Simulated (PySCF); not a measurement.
O²⁺: excitation energy

O²⁺ [He] 2s2 2p2 (3P) → O²⁺ [He] 2s1 2p2 3d1 (high-spin determinant), as a difference of total energies. Calculation: PySCF 2.14, in dyall-acv3z (15s9p4d2f, 76 functions); no relativity, point nucleus. Correlated levels: valence: 1s2 frozen; valence and next inner shell: nothing frozen; virtual orbitals above 40 to 60 times the deepest correlated orbital energy dropped. The calculations carry no spin-orbit coupling.

| method | excitation energy (eV) |
| --- | --- |
| UHF | 47.930 |
| LDA | 48.899 |
| PBE | 48.720 |
| PBE0 | 48.917 |
| r2SCAN | 48.639 |
| CAM-B3LYP | 49.746 |
| B97-3 | 49.369 |
| MN15 | 49.287 |
| M06 | 49.035 |
| MP2 (valence) | 49.515 |
| SCS-MP2 (valence) | 50.004 |
| MP2 (valence and next inner shell) | 49.565 |
| SCS-MP2 (valence and next inner shell) | 50.044 |

Problem. How much does correlation contribute at MP2 (valence and next inner shell)?

Solution. 49.565 − (47.930) = 1.635 eV, measured against UHF.

A first-order spin-orbit estimate (lowest level to lowest level, LS coupling) adds 0.006 eV.

The promoted electron is Rydberg-like, and one or two diffuse shells describe it only roughly, which tends to raise the upper state.

The determinant of the upper state mixes LS terms, which raises its energy above the lowest term, most at the Hartree-Fock and MP2 levels.
